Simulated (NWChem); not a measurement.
System: C3H7BO; SMILES C(B(O)C)=C

```xyz
12

B      0.0430    -0.4542    -0.0022
C     -0.7600    -1.8209     0.0041
H     -1.4193    -1.8842    -0.8731
H     -1.4235    -1.8741     0.8788
H     -0.1317    -2.7216     0.0107
C     -0.6926     0.9272    -0.0076
C     -0.0509     2.1050     0.0057
H     -1.7849     0.9468    -0.0203
H     -0.5712     3.0621     0.0039
H      1.0363     2.1507     0.0192
O      1.4132    -0.4209    -0.0030
H      1.7947    -1.3104     0.0024
```
Atoms are numbered in this order, from 1.

All runs: NWChem. Geometry: optimised at B3LYP/6-31G* (spherical d). Hybrids' shares of exact exchange are those that their runs print; pure functionals count as 0. The functionals differ in more than this share.

```csv
row,share of exact exchange,orbital gap (eV)
PBE/def2-TZVP,0.00,4.72
BLYP/def2-TZVP,0.00,4.69
TPSSh/def2-TZVP,0.10,5.71
B3LYP/def2-TZVP,0.20,withheld
Hartree-Fock/def2-TZVP,1.00,12.90
```

Question: Fit a straight line of the last column on the one before it, predict the withheld value, and compare with the run.

Answer: 
1. Means of the 4 shown rows: x = 0.275, y = 7.005. Slope Σ(x − x̄)(y − ȳ)/Σ(x − x̄)² = 5.766/0.7075 = 8.149; intercept 4.764.
2. The shown rows scatter about the line by 0.079 (root mean square); the largest residual is +0.13, at TPSSh/def2-TZVP.
3. At x = 0.20 (B3LYP/def2-TZVP; inside the shown range) the line gives 6.39.
4. The run gives 6.36, -0.03 from the line, 0.4 times the scatter.
